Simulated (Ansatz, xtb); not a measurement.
The molecule SnSb, multiplicity 4 (lowest of 2S+1 = 2, 4 at CCSD(T)/def2-TZVPP on PBE0 minima; our sources give no spin for the ground state, which may be another). No spin–orbit coupling.

The constants come from a fifth-degree fit in 1/R (seven points, main isotopes). Runs in def2 and cc sets follow the lowest solution found near the PBE0 minimum.

Correlated levels freeze the inner cores; with def2 sets outer-core shells near the valence are correlated too.

Codes used: Ansatz (Gaussian basis) for Hartree–Fock, density functionals and correlated methods; xtb for the GFN methods. Each number belongs to the level named beside it. In def2 rows elements past Kr take small-core potentials, without spin–orbit coupling. The GFN methods have no spin term and hold the electronic entropy of 300 K.

```tsv
level	r_e (Å)	ω_e (cm⁻¹)	ω_e x_e (cm⁻¹)	dipole (D)
GFN2-xTB	2.823	(withheld)	0.24	-
PBE/def2-TZVPP	2.940	154	0.31	0.42
r2SCAN/def2-TZVPP	2.918	159	0.31	0.51
B97M-V/def2-TZVPP	2.941	154	0.32	0.53
B3LYP/def2-TZVPP	2.945	154	0.31	0.65
BHLYP/def2-TZVPP	2.917	160	0.30	0.84
CAM-B3LYP/def2-TZVPP	2.902	162	0.30	0.79
B2PLYP/def2-TZVPP	(withheld)	(withheld)	0.30	-
```

Task: What belongs in the gaps?

Result: 
- B2PLYP/def2-TZVPP, r_e (Å): 2.921
- B2PLYP/def2-TZVPP, ω_e (cm⁻¹): 158
- GFN2-xTB, ω_e (cm⁻¹): 178

Ansatz is a quantum-chemistry and plane-wave program.
